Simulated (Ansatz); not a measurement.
System: SnH, charge 0, multiplicity 2. 
Coordinates optimised at B3LYP-D3(BJ)/def2-TZVP (Ansatz, a quantum-chemistry and plane-wave program):
SMILES: [SnH]
```xyz
2

Sn     0.0000     0.0000    -0.0350
H      0.0000     0.0000     1.7513
```
Charge 0, spin multiplicity 2.

Wanted: vertical ionisation energy (to the singlet state of charge +1; each state is the SCF solution reached for its spin), in eV. Correlated levels leave the core frozen unless marked. UHF or UKS for open shells. Spin-orbit coupling is left out. The frozen core is the preceding noble-gas configuration, with the filled d and f shells of earlier blocks. Past Kr the def2 sets carry scalar-relativistic core potentials. CBS(X,Y): correlation extrapolated as X^-3; Hartree-Fock from the larger set.

```tsv
level	program	vertical ionisation energy (eV)
B3LYP/def2-TZVPD	Ansatz	7.22
PBE0/def2-TZVPD	Ansatz	7.21
BHLYP/def2-TZVPD	Ansatz	7.13
wB97X-V/def2-TZVPD	Ansatz	7.10
```

Q: What does CCSD(T)/CBS(def2-TZVPPD,def2-QZVPPD) (Ansatz) give?

A: 7.11 eV
